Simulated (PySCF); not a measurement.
# How methods differ on the excitation energy of S⁺

S⁺ [Ne] 3s2 3p3 (4S) → S⁺ [Ne] 3s1 3p4 (4P), as a difference of total energies. All numbers are calculated (PySCF 2.14, the spin-free X2C one-electron Hamiltonian (Gaussian nucleus), in x2c-TZVPPall (5s5p3d1f, 42 functions)). Correlated levels: valence: [Ne] frozen; valence and next inner shell: 1s2 frozen. The calculations carry no spin-orbit coupling.

```json
{"method": "UHF", "excitation energy (cm⁻¹)": "84887", "error (cm⁻¹)": "+5277"}
{"method": "LDA", "excitation energy (cm⁻¹)": "84027", "error (cm⁻¹)": "+4417"}
{"method": "PBE", "excitation energy (cm⁻¹)": "83145", "error (cm⁻¹)": "+3535"}
{"method": "PBE0", "excitation energy (cm⁻¹)": "84264", "error (cm⁻¹)": "+4654"}
{"method": "r2SCAN", "excitation energy (cm⁻¹)": "80777", "error (cm⁻¹)": "+1167"}
{"method": "revPBE", "excitation energy (cm⁻¹)": "82229", "error (cm⁻¹)": "+2618"}
{"method": "wB97X-V", "excitation energy (cm⁻¹)": "85881", "error (cm⁻¹)": "+6270"}
{"method": "B97-3", "excitation energy (cm⁻¹)": "86178", "error (cm⁻¹)": "+6568"}
{"method": "r2SCANh", "excitation energy (cm⁻¹)": "81386", "error (cm⁻¹)": "+1775"}
{"method": "ROHF", "excitation energy (cm⁻¹)": "85559", "error (cm⁻¹)": "+5948"}
{"method": "MP2 (valence)", "excitation energy (cm⁻¹)": "84805", "error (cm⁻¹)": "+5194"}
{"method": "SCS-MP2 (valence)", "excitation energy (cm⁻¹)": "84805", "error (cm⁻¹)": "+5194"}
{"method": "MP2 (valence and next inner shell)", "excitation energy (cm⁻¹)": "85490", "error (cm⁻¹)": "+5880"}
{"method": "SCS-MP2 (valence and next inner shell)", "excitation energy (cm⁻¹)": "85345", "error (cm⁻¹)": "+5735"}
```

Reference: 79610 cm⁻¹ (measured; NIST levels, between the centres of gravity of the two terms).

Errors of the correlated levels include the incompleteness of this basis and the frozen core.
